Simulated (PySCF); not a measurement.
Isomers of C7H16Si, one GFN2-xTB conformer each. Single-point energies are computed at PBE0/pcSseg-1 (PySCF, gas phase, no added dispersion term), electronic only.

Task: Rank them by PBE0/pcSseg-1 energy, lowest first (kcal/mol).
A. `[CH3:1][CH:2]([CH3:3])[C@@H:4]([CH3:5])[C@@H:6]1[CH2:7][SiH2:8]1` with C1–C2–C4–C5 -52°, C2–C4–C6–C7 156°
B. `[CH3:1][CH2:2][C@@H:3]1[CH2:4][CH2:5][C@@H:6]([SiH3:7])[CH2:8]1` with C1–C2–C3–C4 -177°, C2–C3–C4–C5 -123°, C3–C4–C5–C6 -25°, C4–C5–C6–Si7 -81°, C5–C6–C8–C3 -40°
C. `[CH3:1][C@@H:2]1[CH2:3][CH2:4][CH2:5][SiH2:6][C@@H:7]1[CH3:8]` with C1–C2–C3–C4 -59°, C2–C3–C4–C5 -68°, C3–C4–C5–Si6 55°, C4–C5–Si6–C7 -43°
D. `[CH3:1]/[CH:2]=[C:3](\[CH3:4])[C:5]([CH3:6])([CH3:7])[SiH3:8]` with C2–C3–C5–C6 -8°
E. `[CH3:1][C:2]([CH3:3])([CH3:4])[C@H:5]1[CH2:6][CH2:7][SiH2:8]1` with C2–C5–C6–C7 143°, C5–C6–C7–Si8 -14°, C6–C7–Si8–C5 11°, C2–C5–Si8–C7 -137°
F. `[CH3:1]/[CH:2]=[CH:3]/[SiH2:4][C:5]([CH3:6])([CH3:7])[CH3:8]` with C2–C3–Si4–C5 -97°
G. `[CH3:1][CH2:2][CH2:3][SiH:4]1[CH2:5][CH2:6][CH2:7][CH2:8]1` with C1–C2–C3–Si4 -179°, C2–C3–Si4–C5 173°, C3–Si4–C5–C6 -104°, Si4–C5–C6–C7 -38°, C5–C6–C7–C8 52°, C6–C7–C8–Si4 -39°
H. `[CH3:1][CH:2]([CH3:3])[Si@@:4]1([CH3:5])[CH2:6][C@@H:7]1[CH3:8]` with C1–C2–Si4–C5 -49°

Result: G (0.0), C (5.1), B (15.4), F (23.2), H (24.2), E (24.6), D (32.1), A (37.8).

As drawn, the highest has a three-membered ring, which the lowest lacks. Neighbours under 2.5 kcal/mol apart (C/C=C/[SiH2]C(C)(C)C and CC(C)[Si@@]1(C)C[C@@H]1C; CC(C)[Si@@]1(C)C[C@@H]1C and CC(C)(C)[C@H]1CC[SiH2]1) can change places with a better method, another conformer or zero-point energy. GFN2-xTB itself gives, in the same order: 14.2, 5.5, 0.0, 31.6, 53.6, 19.6, 24.2, 38.2. GFN2-xTB puts CC[C@@H]1CC[C@@H]([SiH3])C1 lowest instead; measured from each level's own lowest isomer, the values differ by up to 29.4 kcal/mol (CC(C)[Si@@]1(C)C[C@@H]1C: 53.6 against 24.2).

Task: Which frontier levels, dipoles and rotational constants go with these structures?

Result: 
```
                       SMILES  HOMO (eV, PBE0/pcSseg-1)  LUMO (eV)  dipole (D)       A, B, C (MHz)
               CCC[SiH]1CCCC1                     -7.83       1.33        0.41  3694, 800.9, 743.6
    C[C@@H]1CCC[SiH2][C@@H]1C                     -7.56       1.14        0.66    2056, 1662, 1134
  CC[C@@H]1CC[C@@H]([SiH3])C1                     -8.08       0.86        0.71  2985, 978.9, 862.3
         C/C=C/[SiH2]C(C)(C)C                     -7.23      -0.11        1.04  3010, 823.3, 781.4
     CC(C)[Si@@]1(C)C[C@@H]1C                     -6.20       0.99        0.86   2524, 1018, 965.5
      CC(C)(C)[C@H]1CC[SiH2]1                     -7.53       0.39        0.30    2629, 1226, 1055
       C/C=C(\C)C(C)(C)[SiH3]                     -6.50       0.45        0.59    2297, 1090, 1033
CC(C)[C@@H](C)[C@@H]1C[SiH2]1                     -6.65       0.42        0.09   2582, 1009, 895.1
```
